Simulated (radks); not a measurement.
Species: Nb2+. Configuration: [Kr] 4d3. Calculated with a radial shooting solver on a logarithmic mesh with Libxc functionals: scalar-relativistic Kohn-Sham, PBE, spin-unpolarised, spherical densities, finite nucleus; Fermi nuclear charge, rms radius 4.324 fm.

X-ray form factor f0, the Fourier transform of the density (f0(0) = 39):

| sin(theta)/lambda (1/angstrom) | f0 (electrons) |
|---|---|
| 0.05 | 38.441 |
| 0.1 | 36.913 |
| 0.15 | 34.763 |
| 0.2 | 32.363 |
| 0.25 | 29.983 |
| 0.3 | 27.780 |
| 0.4 | 24.110 |
| 0.5 | 21.332 |
| 0.6 | 19.135 |
| 0.8 | 15.515 |
| 1 | 12.424 |
| 1.25 | 9.446 |
| 1.5 | 7.526 |
| 2 | 5.676 |
